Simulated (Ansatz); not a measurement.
Relaxed structures of CH₅GeO (charge +1), singlet (PBE0-D4/def2-TZVP; forces vanish, vibrations not checked; lower isomers may exist, and structures with a doubtful reference or unclear bonds are left out; Å). Computed with Ansatz 0.2.0 (basis: def2-TZVPP); correlated methods freeze the cores. Filled d shells of the heavier atoms are correlated. The def2 sets are not built for correlating such inner shells, so the correlated values are less sure here.

Question: Rank them by CCSD(T) energy, lowest first, and give each one's height above the lowest. Links in brackets join atoms within 1.22 times the sum of their covalent radii (1.1 for two metals). (An estimate is asked for; the value comes from the calculation.)
A.
CH₅GeO ([OH][CH][GeH3]), total charge +1
```
8
angstrom
O -1.3181 -0.1710 -1.0655
C -0.4778 0.4816 -0.3955
Ge 0.8944 -0.4705 0.7327
H -1.9526 0.3611 -1.5884
H -0.5365 1.5766 -0.4613
H 0.5834 0.1020 2.1143
H 0.6164 -1.9511 0.5300
H 2.1908 0.0714 0.1337
```
B.
CH₅GeO ([CH2][GeH][OH2]), total charge +1
```
8
angstrom
O 0.1114 -1.2812 0.6369
C 0.0827 1.5706 -0.3931
Ge -0.7527 0.0446 -0.5440
H -1.5743 -0.9100 -1.3713
H -0.3226 2.4272 -0.9201
H 0.6876 -1.0018 1.3630
H 0.3440 -2.1773 0.3533
H 0.8210 1.7453 0.3796
```
C.
CH₅GeO ([CH2]1[OH][GeH2]1), total charge +1
```
8
angstrom
O -1.2169 -0.2368 -0.0025
C -0.3817 0.9261 -0.3901
Ge 0.7664 -0.5104 0.1267
H -1.7430 -0.5903 -0.7358
H -0.4651 1.1793 -1.4425
H -0.5707 1.7506 0.2888
H 1.1644 -1.5004 -0.9546
H 1.0465 -0.7451 1.5989
```

Answer: The calculation gives: C (0.00 kcal/mol), B (4.94 kcal/mol), A (10.45 kcal/mol). Heights count from the lowest.

No T1 diagnostic of these runs exceeds 0.016. The restricted Hartree–Fock reference is unstable towards an unrestricted one at one or more of these structures.

For scale, one of the runs: CCSD(T)/def2-TZVPP, 180 basis functions, launched by `ansatz run in.yaml --threads 2 --pin off --events-out ev --progress --plain --max-ram 4352MiB`. Time: 67 s of wall clock on 2 CPU threads of an Arm Neoverse V1; the host was shared. Peak host memory: 1.8 GiB.
